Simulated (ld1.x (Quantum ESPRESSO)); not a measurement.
## aluminium (Al), TM: configuration errors across variants

ld1.x (Quantum ESPRESSO) 7.5 input, shortened:

```
&input
   title='Al', zed=13., rel=1, dft='PBE', iswitch=3,
   config='[Ne] 3s2 3p0 3d-2'
 /
 &inputp
   pseudotype=2, tm=.true., lloc=-1, rcloc=1.30,
   nlcc=.true., new_core_ps=.true.
 /
3
3S  1  0   2.00   0.00  1.75  1.75  0.0
3P  2  1   0.00   0.00  2.05  2.05  0.0
3D  3  2  -2.00   0.15  2.05  2.05  0.0
 &test
   configts(1)='3s2 3p0'
 /
```

All-electron excitation energies from the reference (eV): (1) 3s2 3p1 -5.761; (2) 3s1 3p0 19.225; (3) 3s2 3p0.5 -3.676; (4) 3s1 3p2 -0.622; (5) 3s2 3p1.3 -6.336; (6) 3s0 3p3 4.689; (7) 3s1 3p1 5.810.

A true bound ghost makes a file unfit for plane-wave use even where its test errors are small: the radial tests pick states by their node count and pass the ghost by.

Errors AE − PS in meV (a dash: test not solved or not reliable):

| change | (1) | (2) | (3) | (4) | (5) | (6) | (7) | bound ghosts |
| --- | --- | --- | --- | --- | --- | --- | --- | --- |
| base | +3.5 | +10 | +1.3 | -1.9 | +4.6 | -9.4 | -1.4 | none |
| all radii but the core radius scaled by about 0.74 (s 1.30, p 1.52, d 1.52 bohr); local potential all-electron potential smoothed inside 0.96 bohr (lloc = -1) | – | -55 | – | -1.3 | – | -9.4 | -8.7 | s |
| all radii but the core radius scaled by about 0.84 (s 1.46, p 1.72, d 1.72 bohr); local potential all-electron potential smoothed inside 1.10 bohr (lloc = -1) | +7.8 | +50 | +3.0 | -1.0 | +9.9 | -7.8 | +1.8 | s |
| all radii but the core radius scaled by about 0.94 (s 1.64, p 1.92, d 1.92 bohr); local potential all-electron potential smoothed inside 1.22 bohr (lloc = -1) | +3.9 | +13 | +1.5 | -1.7 | +5.2 | -8.9 | -1.0 | none |
| all radii but the core radius scaled by about 1.05 (s 1.84, p 2.14, d 2.14 bohr); local potential all-electron potential smoothed inside 1.36 bohr (lloc = -1) | +3.5 | +10 | +1.3 | -2.4 | +4.6 | -11 | -1.7 | none |
| all radii but the core radius scaled by about 1.10 (s 1.94, p 2.26, d 2.26 bohr); local potential all-electron potential smoothed inside 1.44 bohr (lloc = -1) | +3.9 | +13 | +1.5 | -2.8 | +5.1 | -13 | -1.9 | none |
| all radii but the core radius scaled by about 1.22 (s 2.12, p 2.50, d 2.50 bohr); local potential all-electron potential smoothed inside 1.58 bohr (lloc = -1) | +3.3 | +7.5 | +1.3 | -4.4 | +4.2 | -18 | -3.6 | none |
| all radii but the core radius scaled by about 1.29 (s 2.24, p 2.64, d 2.64 bohr); local potential all-electron potential smoothed inside 1.66 bohr (lloc = -1) | +2.8 | +3.2 | +1.1 | -5.8 | +3.7 | -23 | -5.1 | none |

(1) Give the same row for: all radii but the core radius scaled by about 1.38 (s 2.42, p 2.82, d 2.82 bohr); local potential all-electron potential smoothed inside 1.80 bohr (lloc = -1).

Results:

(1) +2.6, -2.6, +1.0, -8.9, +3.4, -35, -8.2; bound ghosts: none.
